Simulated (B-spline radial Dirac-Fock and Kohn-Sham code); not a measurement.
## Binding energies of Ar²⁺ at several levels of theory

System: Ar²⁺, configuration [Ne] 3s2 3p4.

The density-functional columns are spherical, spin-unpolarised Dirac-Kohn-Sham results without Breit or QED terms: −ε is minus the orbital energy of the initial state and ΔSCF the difference of two total energies. The reference in the last column comes from Dirac-Fock ΔSCF + Breit + QED. All numbers are from a B-spline atomic structure program, in eV; a selection of levels is shown.

| level | PBE −ε | PBE ΔSCF | LDA −ε | LDA ΔSCF | Dirac-Fock |
| --- | --- | --- | --- | --- | --- |
| 1s | 3150.9 | 3256.3 | 3140.8 | 3245.9 | 3240.1 |
| 2s | 327.0 | 347.5 | 325.9 | 346.5 | 359.9 |
| 2p1/2 | 261.5 | 284.4 | 261.4 | 284.4 | 283.2 |
| 3s | 50.55 | 58.25 | 50.47 | 58.16 | 58.98 |
| 3p | 35.42 | 42.58 | 35.50 | 42.66 | 41.37 |

Problem. Order the estimates of the K (1s) level by their distance from the Dirac-Fock value, nearest first.
A. PBE ΔSCF
B. PBE −ε
C. LDA ΔSCF
D. LDA −ε

Solution. C (5.7 eV), A (16.2 eV), B (89.3 eV), D (99.3 eV).

For the outermost level NIST gives 40.735 ± 0.012 eV (semi-empirical); the differences from it are PBE −ε -5.31, PBE ΔSCF +1.85, LDA −ε -5.24, LDA ΔSCF +1.93, Dirac-Fock +0.63 eV. The computed values are configuration averages and the table refers to the lowest terms.
